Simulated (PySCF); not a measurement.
# Mg (magnesium, neutral): UHF calculation

Configuration: [Ne] 3d2, high-spin 3F determinant (an excited configuration). All numbers are calculated (PySCF 2.14, the non-relativistic Hamiltonian (point nucleus), in aug-cc-pVTZ (6s5p3d2f, 50 functions)).

```json
{"Total energy": "-199.121567 hartree", "One-electron energy": "-275.6579 hartree", "Hartree (Coulomb) energy": "92.3965 hartree", "Exchange energy": "-15.8602 hartree", "Kinetic energy": "199.15297 hartree", "⟨S²⟩": "2.0000", "⟨L²⟩": "12.000", "Sum of ⟨r⟩": "16.75 bohr", "Sum of ⟨r²⟩": "72.01 bohr²", "Density at the nucleus (Gaussians lack the cusp)": "1070 bohr⁻³", "Spin density at the nucleus": "-0.00715 bohr⁻³", "Langevin diamagnetic susceptibility": "-57.0 ×10⁻⁶ cm³/mol"}
```

```tsv
shell	electrons	mean orbital energy (eV)	rms radius, mean of both spins (bohr)
1s β	1	-1343.2	0.152
1s α	1	-1343.2	0.152
2s β	1	-110.81	0.756
2s α	1	-110.81	0.756
2p α	3	-70.615	0.768
2p β	3	-70.613	0.768
3d α	2	-1.969	5.80
```

The outer electron is Rydberg-like, and this basis confines it to a smaller radius and binds it less than a complete one would.

Spin-orbit constants ζ (cm⁻¹) from the X2C one-electron operator on these orbitals (non-relativistic here): bare nucleus, nucleus screened by l(l+1)(2l+1)/3 electrons, and screened by the Breit-Pauli mean field of the electrons.

```
shell   bare  screened nucleus  mean field
   2p   1739              1449        1317
   3d  1.084            0.1807      0.1313
```

To first order the Landé constant is A = 0.06563 cm⁻¹, so the lowest level has J = 2 and lies 3.25e-05 eV below the centre of the term. This holds in LS coupling only.
